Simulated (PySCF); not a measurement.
Spinor energies of Cu⁺ (copper, charge +1)

Start: [Ar] 3d10. Calculated with PySCF 2.14 in x2c-TZVPall-2c: generalised Hartree-Fock with the X2C-1e Hamiltonian and a Gaussian nucleus; one run each with spin-orbit coupling (SO) switched off, then screened by Boettger's factors.

| spinor shell | electrons | ε, spin-free (eV) | ε, screened SO (eV) | weight of nominal j (screened SO) | rms radius, screened SO (bohr) |
| --- | --- | --- | --- | --- | --- |
| 1s1/2 | 2 | -9056.2 | -9056.1 | 1.000 | 0.0601 |
| 2s1/2 | 2 | -1142.1 | -1142.1 | 1.000 | 0.254 |
| 2p1/2 | 2 | -982.74 | -996.84 | 1.000 | 0.226 |
| 2p3/2 | 4 | -982.74 | -975.89 | 1.000 | 0.229 |
| 3s1/2 | 2 | -148.97 | -148.97 | 1.000 | 0.767 |
| 3p1/2 | 2 | -100.29 | -102.19 | 1.000 | 0.812 |
| 3p3/2 | 4 | -100.29 | -99.370 | 1.000 | 0.823 |
| 3d3/2 | 4 | -21.882 | -22.099 | 1.000 | 1.13 |

(1) Where does 3d5/2 lie, and what is the 3d spin-orbit splitting (screened SO)?

```json
{"quantity": "E (hartree)", "spin-free": "-1652.86828", "screened SO": "-1652.90913"}
{"quantity": "M_J", "spin-free": "0", "screened SO": "0"}
{"quantity": "⟨J²⟩", "spin-free": "0.000", "screened SO": "0.000"}
{"quantity": "⟨L²⟩", "spin-free": "0.000", "screened SO": "0.002"}
{"quantity": "⟨S²⟩", "spin-free": "0.000", "screened SO": "0.002"}
```

Without spin-orbit coupling the j labels of p, d and f shells carry no meaning; the spin-free column gives the mean over the occupied spinors of each nl shell.

Answers

(1) At -21.740 eV, 0.360 eV above 3d3/2.
